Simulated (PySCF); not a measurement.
## Calculated data, C₂H₈Ge₂

Computed with PySCF 2.14.0. Calculation on a computer-drawn molecule: the log of a Hartree-Fock and frozen-core CCSD(T) single point meant for a local Hartree-Fock minimum, with one planted fault or none, to be diagnosed. Offsets are logged minus clean, where the clean run is the same molecule without the fault. The reference is restricted for singlets and unrestricted otherwise, and also for a bond in bohr or an excited solution. Adding or removing an electron swaps singlet and doublet. The excited solution moves the top pair (singlet) or top alpha electron (doublet) to the lowest empty orbital. Highest occupied and lowest empty are orbital energies over both spins, largest force is the largest gradient component, triples share is (T) over the correlation energy, the T1 limit is 0.02 restricted and 0.045 unrestricted, electrons count all cores, a negative frequency is imaginary (commonest isotopes), and the dipole is about the centre of nuclear charge; on germanium a core potential holds 10 electrons, which the energies leave out, and 3d is frozen in MP2 and coupled-cluster steps.

C₂H₈Ge₂

Logged structure:
```xyz
12
C2H8Ge2
Ge     2.0053    -0.3355     1.6462
C      1.7623     0.3826     0.0473
C      0.4670     0.5915    -0.6832
Ge     0.2997    -0.5802    -2.2725
H      3.3914    -0.5152     2.2338
H      0.8577    -0.8292     2.5099
H      2.6599     0.6977    -0.4769
H     -0.3977     0.3996    -0.0441
H      0.3823     1.6248    -1.0346
H     -0.9520    -0.2052    -3.0826
H      1.5331    -0.4212    -3.1715
H      0.1896    -2.0439    -1.8300
```

```
meant charge                                : 0
meant multiplicity                          : 1
meant basis                                 : cc-pVDZ
meant basis and core potential on germanium : cc-pVDZ-PP ECP10MDF
logged electrons                            : 84
logged basis functions                      : 114
logged SCF converged                        : yes
logged spin squared                         : 0
logged highest occupied                     : -7.6715 eV
logged lowest empty                         : 2.1877 eV
logged largest force                        : 8.394e-06 hartree/bohr
logged lowest frequency                     : 61.733 cm⁻¹
logged T1 diagnostic                        : 0.011472
logged D1 diagnostic                        : 0.035985
logged triples share                        : 0.033722
logged CC converged                         : yes
logged dipole magnitude                     : 0.85502 debye
logged SCF stable within its kind           : yes
logged energy HF                            : -667.06674 hartree
logged energy CCSD(T)                       : -667.63085 hartree
possible faults                             : no fault, one electron removed, one electron added, multiplicity raised by two, geometry at a saddle point, SCF held on an excited solution, minimal basis STO-3G, one bond length entered in bohr, all coordinates scaled
planted fault                               : no fault
HF energy offset from clean run             : 0 kcal/mol
CCSD(T) energy offset from clean run        : 0 kcal/mol
```

Drawn bonds:
```csv
atom,other atom,order
1,2,2
2,3,1
3,4,1
1,5,1
1,6,1
2,7,1
3,8,1
3,9,1
4,10,1
4,11,1
4,12,1
```
